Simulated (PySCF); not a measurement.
# Working out the ionisation energy of Sc

Sc [Ar] 3d1 4s2 (2D) → Sc⁺ [Ar] 3d1 4s1 (3D). Calculation: PySCF 2.14, in x2c-SVPall (5s3p3d1f, 36 functions); the spin-free X2C one-electron Hamiltonian (Gaussian nucleus). Frozen: [Ar]. Energies in hartree (1 hartree = 27.21139 eV):

| part | Sc (lower) | Sc⁺ (upper) |
| --- | --- | --- |
| UHF | -763.162199 | -762.963536 |
| MP2 opposite-spin | -0.021930 | 0.000000 |
| MP2 same-spin | -0.001792 | -0.001662 |

**Question.** What does Hartree-Fock give?

**Answer.** (-762.963536) − (-763.162199) = 0.198663 hartree = 5.406 eV.

**Question.** What do MP2 and SCS-MP2 (6/5 opposite-spin, 1/3 same-spin) give?

**Answer.** The opposite-spin parts differ by 0.597 eV and the same-spin parts by 0.004 eV. MP2: 5.406 + (0.597) + (0.004) = 6.007 eV. SCS-MP2: 5.406 + 1.2 × (0.597) + (0.004)/3 = 6.124 eV.

Measured between the centres of the two terms (NIST): 6.562 eV, so MP2 (valence) is off by -0.555 eV.

A double-zeta basis recovers only part of the correlation energy.

What remains against the reference includes basis incompleteness, the frozen core and correlation beyond second order.
